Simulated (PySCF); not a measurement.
Vibration and rotation of CsF

RHF-CCSD(T) constants of CsF, ¹Σ⁺ (singlet), closed shell (PySCF, scalar-relativistic core potentials, basis sets Cs def2-TZVP with ECP46, F def2-TZVP; masses 132.9054 and 18.9984 u):

| Property | Result |
| --- | --- |
| ωe | 343.8 cm⁻¹ |
| ωexe | 1.6 cm⁻¹ |
| Be | 0.17297 cm⁻¹ |
| αe | 0.00113 cm⁻¹ |
| D (centrifugal) | 1.75e-07 cm⁻¹ |
| De to Cs + F | 4.72 eV |

Estimate the standard entropy (1 bar) and heat capacity of the ideal gas at 500 K, rigid rotor with B0 and harmonic oscillator at the fundamental.

Translation (Sackur–Tetrode, M = 151.90 u): 182.3 J/(mol K). Rotation: q = kT/(σB0) = 2020 with σ = 1, 71.6. Vibration: x = hcν0/kT = 0.980, 8.81. S° = 262.6 J/(mol K); Cp = 7R/2 + 7.68 = 36.8 J/(mol K).

Measured values (Huber and Herzberg, Constants of Diatomic Molecules (1979)): ωe = 352.56 cm⁻¹, ωexe = 1.615 cm⁻¹, Be = 0.18436969 cm⁻¹, αe = 0.00117652 cm⁻¹.

Correlated steps freeze 1 core orbital. These are scalar-relativistic numbers at best; spin–orbit coupling would shift them, the dissociation energy most. Where the molecule has an RHF reference, its open-shell atoms are computed with UHF.
